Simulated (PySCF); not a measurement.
## `C=CC/N=C/C(F)(F)F`, C$_{5}$H$_{6}$F$_{3}$N

Molfile (atoms numbered from 1):
```
C5H6F3N
     RDKit          3D

 15 14  0  0  0  0  0  0  0  0999 V2000
    2.8543   -0.1426    0.3494 C   0  0  0  0  0  0  0  0  0  0  0  0
    1.7826    0.6241    0.3232 C   0  0  0  0  0  0  0  0  0  0  0  0
    0.7279    0.5507   -0.7458 C   0  0  0  0  0  0  0  0  0  0  0  0
   -0.5544    0.5492   -0.1210 N   0  0  0  0  0  0  0  0  0  0  0  0
   -1.3633   -0.3867   -0.2911 C   0  0  0  0  0  0  0  0  0  0  0  0
   -2.6969   -0.3608    0.4096 C   0  0  0  0  0  0  0  0  0  0  0  0
   -3.6989   -0.6191   -0.4497 F   0  0  0  0  0  0  0  0  0  0  0  0
   -2.9742    0.7995    0.9988 F   0  0  0  0  0  0  0  0  0  0  0  0
   -2.7641   -1.3122    1.3586 F   0  0  0  0  0  0  0  0  0  0  0  0
    3.5937   -0.0543    1.1262 H   0  0  0  0  0  0  0  0  0  0  0  0
    3.0469   -0.8821   -0.4108 H   0  0  0  0  0  0  0  0  0  0  0  0
    1.5907    1.3594    1.0903 H   0  0  0  0  0  0  0  0  0  0  0  0
    0.8914   -0.3157   -1.4040 H   0  0  0  0  0  0  0  0  0  0  0  0
    0.7730    1.4728   -1.3374 H   0  0  0  0  0  0  0  0  0  0  0  0
   -1.2131   -1.2742   -0.9184 H   0  0  0  0  0  0  0  0  0  0  0  0
  1  2  2  0
  2  3  1  0
  3  4  1  0
  4  5  2  0
  5  6  1  0
  6  7  1  0
  6  8  1  0
  6  9  1  0
  1 10  1  0
  1 11  1  0
  2 12  1  0
  3 13  1  0
  3 14  1  0
  5 15  1  0
M  END
```

Computed with GIAO CAM-B3LYP/pcSseg-1 magnetisability, rotational g tensor and spin-rotation constants, non-relativistic, gas phase in PySCF 2.14.0. Geometry: GFN2-xTB.

Problem. Give the nuclear spin-rotation constants along the inertial axes (H = +C I·J) beside the isotropic shieldings.

Solution. Rotational constants 3.9482, 0.6861, 0.6728 GHz. A star marks the isotopologue with that one atom substituted, in its own axes.
| atom | isotope | Caa (kHz) | Cbb (kHz) | Ccc (kHz) | mean (kHz) | σ (ppm) |
| --- | --- | --- | --- | --- | --- | --- |
| N4 | 14N | 1.473 | 0.034 | 0.141 | 0.549 | -153.4 |
| F7 | 19F | 4.536 | 0.853 | 0.879 | 2.089 | 256.0 |
| F8 | 19F | 5.869 | 0.749 | 0.609 | 2.409 | 268.6 |
| F9 | 19F | 5.946 | 0.632 | 0.888 | 2.489 | 253.2 |
| H10 | 1H | -0.137 | -0.025 | -0.041 | -0.067 | 26.4 |
| H11 | 1H | -0.392 | -0.077 | 0.056 | -0.138 | 26.3 |
| H12 | 1H | -0.395 | -0.074 | 0.067 | -0.134 | 25.2 |
| H13 | 1H | -0.375 | -0.082 | 0.037 | -0.140 | 27.9 |
| H14 | 1H | -0.338 | 0.030 | -0.066 | -0.124 | 26.7 |
| H15 | 1H | -0.303 | -0.081 | 0.061 | -0.108 | 24.2 |
| C1 | 13C* | 0.958 | 0.167 | 0.284 | 0.469 | 61.1 |
| C2 | 13C* | 1.106 | 0.182 | 0.320 | 0.536 | 37.2 |
| C3 | 13C* | 0.812 | 0.165 | 0.148 | 0.375 | 115.1 |
| C5 | 13C* | 1.599 | 0.163 | 0.279 | 0.680 | 30.2 |
| C6 | 13C* | 1.264 | 0.212 | 0.201 | 0.559 | 54.4 |

For the geometry as given, no vibrational averaging.
